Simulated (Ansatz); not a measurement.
A nudged elastic band was laid between two geometries of C4H12Si2 (18 atoms, charge 0, multiplicity 1).

Theory: RKS BLYP/6-31G in Ansatz.

| Property | Result |
| --- | --- |
| movable images | 5 |
| climbing image | yes |
| spring | 5.0 eV/Å² |
| optimiser | quadratic models (default) |
| start path | IDPP |
| force threshold | 0.05 eV/Å |
| iteration limit | 55 |
| end points | relaxed |

First end point:

```xyz
18
Properties=species:S:1:pos:R:3
C 1.126 -0.974 -1.781
C 0.973 -0.433 -0.324
Si 2.192 1.080 -0.008
C -0.453 -0.011 -0.018
C -1.179 -0.380 1.069
Si -2.966 0.187 1.414
H 2.165 -1.280 -1.988
H 0.842 -0.209 -2.525
H 0.474 -1.851 -1.937
H 1.278 -1.222 0.389
H 2.188 1.480 1.449
H 1.761 2.270 -0.838
H 3.604 0.706 -0.409
H -0.905 0.656 -0.769
H -0.715 -1.054 1.804
H -3.073 0.948 2.720
H -3.916 -0.990 1.510
H -3.433 1.090 0.294
```

Last end point:

```xyz
18
Properties=species:S:1:pos:R:3
C 1.029 -1.465 -1.478
C 0.971 -0.469 -0.277
Si 2.075 1.121 -0.634
C -0.451 -0.042 0.042
C -1.031 -0.054 1.270
Si -2.818 0.507 1.622
H 2.067 -1.769 -1.698
H 0.606 -1.015 -2.394
H 0.447 -2.376 -1.254
H 1.412 -0.951 0.616
H 2.175 1.995 0.595
H 1.463 1.931 -1.757
H 3.471 0.707 -1.052
H -1.031 0.307 -0.826
H -0.439 -0.411 2.126
H -3.646 -0.613 2.218
H -3.471 0.948 0.330
H -2.865 1.660 2.604
```

**Question.** What changes between the two ends?

**Answer.** No bond is made or broken. The dihedral C4–C5–Si6–H18 goes from 0 to -120°. The two ends are copies of one structure, up to a mirror image or an exchange of like atoms.

**Question.** What energy profile does the band end with?

**Answer.** The run converged. The highest image is number 3 of 0 to 6, 5.4 kJ/mol above the ends, which have the same energy within 2 meV. A vibrational analysis at the climbing image gives one clearly imaginary mode, 121i cm⁻¹: a first-order saddle point. Limits of this set-up: no polarisation functions.

```
image  path coordinate (Å)  energy (kJ/mol)  dihedral C4–C5–Si6–H18 (°)
    0                 0.00              0.0                           0
    1                 0.81              1.1                         -16
    2                 1.62              3.8                         -37
    3                 2.43              5.4                         -60
    4                 3.24              3.8                         -83
    5                 4.05              1.1                        -104
    6                 4.86              0.0                        -120
```

**Question.** What is the geometry of the highest image?

**Answer.** 
```xyz
18
Properties=species:S:1:pos:R:3:forces:R:3
C 1.066 -1.395 -1.528 0.00 0.00 0.00
C 0.976 -0.464 -0.278 0.01 0.00 0.00
Si 2.112 1.127 -0.508 0.00 0.00 0.00
C -0.450 -0.034 0.013 -0.02 0.01 0.00
C -1.076 -0.106 1.216 -0.01 0.00 0.01
Si -2.873 0.453 1.566 0.02 -0.01 -0.01
H 2.106 -1.702 -1.727 0.00 0.00 0.00
H 0.682 -0.889 -2.433 0.00 0.00 0.00
H 0.463 -2.307 -1.375 0.00 0.00 0.00
H 1.379 -1.000 0.603 0.00 0.00 0.00
H 2.189 1.926 0.772 0.00 0.00 0.00
H 1.544 2.009 -1.598 0.00 0.00 0.00
H 3.514 0.716 -0.912 0.00 0.00 0.00
H -0.989 0.370 -0.859 0.00 0.00 0.00
H -0.519 -0.518 2.069 0.00 0.00 0.00
H -3.198 0.218 3.023 0.00 0.00 0.01
H -3.879 -0.316 0.735 -0.01 0.00 0.00
H -3.085 1.924 1.272 0.00 0.01 0.00
```

**Question.** What are the harmonic wavenumbers there?

**Answer.** 121i, 66, 116, 121, 150, 215, 222, 297, 336, 385, 538, 571, 600, 609, 652, 760, 823, 857, 884, 896, 898, 902, 906, 913, 997, 1015, 1035, 1120, 1189, 1258, 1315, 1339, 1417, 1503, 1512, 1607, 2085, 2090, 2098, 2111, 2120, 2124, 2960, 2962, 3025, 3029, 3041, 3056 cm⁻¹.

The band took 6 iterations and about 3 core-minutes.

Time of the run: 3.2 min on 1 thread of Intel(R) Xeon(R) Platinum 8375C CPU @ 2.90GHz (Ice Lake), with other jobs on the host, peak memory 0.18 GiB.
